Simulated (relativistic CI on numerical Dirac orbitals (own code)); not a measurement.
## Rh³⁺: M2,3 absorption edge

Computed with this model: Dirac-Coulomb-Breit CI, separate exchange-only KLI orbitals for each configuration, QED by a radiative potential, valence Slater integrals scaled by 0.8, multiplet model of core-to-valence dipole absorption; configurations [Kr] 4d6 → [Ne] 3s2 3p5 3d10 4s2 4p6 4d7; 300 K; Lorentzian 2 eV and Gaussian 0.4 eV FWHM. Energies are those of the free ion, without screening or charge transfer. The branching ratio is the share of the lower-energy edge in the whole absorption, uncertain by about 0.02 where the edges overlap. S is read from ⟨S²⟩ = S(S + 1).

Field parameters in Wybourne normalisation: Oh B⁴₀ = 21Dq, B⁴₄ = √(5/14) B⁴₀. The field is a parameter set, without covalency.

Computed curve for Oh, 10Dq = 21000 cm⁻¹, scaled to 100 at the maximum (points under 2 are left out and the grid is thinned):

| Energy (eV) | Intensity |
| --- | --- |
| 494.75 | 2.1 |
| 495.25 | 2.4 |
| 495.50 | 2.5 |
| 496.00 | 3.0 |
| 496.25 | 3.2 |
| 496.75 | 3.8 |
| 497.00 | 4.2 |
| 497.50 | 5.1 |
| 498.00 | 6.4 |
| 498.25 | 7.2 |
| 498.75 | 9.4 |
| 499.00 | 10.9 |
| 499.50 | 15.1 |
| 499.75 | 18.1 |
| 500.25 | 27.2 |
| 500.75 | 42.9 |
| 501.00 | 54.2 |
| 501.50 | 81.7 |
| 501.75 | 93.8 |
| 502.25 | 97.5 |
| 502.75 | 72.7 |
| 503.00 | 58.4 |
| 503.50 | 36.9 |
| 503.75 | 29.8 |
| 504.25 | 20.4 |
| 504.50 | 17.3 |
| 505.00 | 12.9 |
| 505.50 | 9.8 |
| 505.75 | 8.6 |
| 506.25 | 6.8 |
| 506.50 | 6.1 |
| 507.00 | 5.0 |
| 507.25 | 4.5 |
| 507.75 | 3.8 |
| 508.25 | 3.3 |
| 508.50 | 3.0 |
| 509.00 | 2.6 |
| 509.25 | 2.4 |
| 509.75 | 2.1 |
| 523.50 | 2.1 |
| 524.00 | 2.6 |
| 524.50 | 3.4 |
| 524.75 | 4.0 |
| 525.25 | 5.6 |
| 525.50 | 6.8 |
| 526.00 | 10.7 |
| 526.50 | 17.2 |
| 526.75 | 21.4 |
| 527.25 | 27.1 |
| 527.50 | 26.3 |
| 528.00 | 19.3 |
| 528.25 | 15.5 |
| 528.75 | 9.8 |
| 529.25 | 6.5 |
| 529.50 | 5.4 |
| 530.00 | 3.9 |
| 530.25 | 3.4 |
| 530.75 | 2.6 |
| 531.00 | 2.4 |
| 531.50 | 2.0 |

The ground state has S = 0.10, and the centroid lies at 507.34 eV.
